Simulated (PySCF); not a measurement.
[Tm(OH)3(NH3)]− at several levels of theory

Computed with PySCF 2.14.0 (density fitting, no spin-orbit coupling) at the geometry relaxed with PBE0:

```xyz
11
[Tm(OH)3(NH3)]− (singlet in the valence; each metal's 4f electrons, 13 of them, lie in its core potential, out of spins and levels)
Tm    0.2017   -0.2396    0.2913
O     1.1641    1.4650    1.3543
H     1.8003    2.0657    1.7459
O    -1.5727   -1.2301    1.2111
H    -2.2092   -1.5622    1.8466
O     1.2685   -1.2218   -1.4012
H     1.6267   -1.8401   -2.0391
N    -1.2825    1.2968   -1.2836
H    -1.7970    1.9751   -0.7279
H    -0.7064    1.7940   -1.9575
H    -1.9478    0.7156   -1.7869
```

```csv
level,basis,state,HOMO (eV),gap (eV),charge on Tm1 (e),population of f-type functions on Tm1 (polarisation alone where 4f lies in the core),dipole about the centre of mass (D),largest force component (eV/Å)
PBE0,"Tm lcecp-0-SVP with ECP59, O def2-SVP, H def2-SVP, N def2-SVP",singlet,–,–,0.39,0.03,3.99,0.02
revPBE,the same,singlet,–,–,0.18,0.03,4.00,0.44
PBE0,"Tm lcecp-0-TZVP with ECP59, O def2-TZVP, H def2-TZVP, N def2-TZVP",singlet,–,–,1.11,0.03,3.66,0.31
```

In the lcecp rows the 4f levels are missing from HOMO and gap, and the state counts the valence alone.

Charges are Mulliken's, which hang on the basis. The relaxation used the grid (50, 194), these runs (75, 302) or, all-electron (x2c bases, spin-free X2C Hamiltonian), (99, 590).

(1) What does BLYP with Tm lcecp-0-SVP with ECP59, O def2-SVP, H def2-SVP, N def2-SVP give here?

No frequency check is given that shows the relaxed geometry to be a minimum. An lcecp potential fixes the number of 4f electrons, so in runs with it no electron can move into or out of that shell.

## Answers

(1) state singlet, charge on Tm1 (e) 0.09, population of f-type functions on Tm1 (polarisation alone where 4f lies in the core) 0.03, dipole about the centre of mass (D) 4.02, largest force component (eV/Å) 0.51. Time: 12 s on 2 threads of AMD EPYC 7R43 64-Core Processor (Zen 3), with other jobs on the host, from an already converged density.
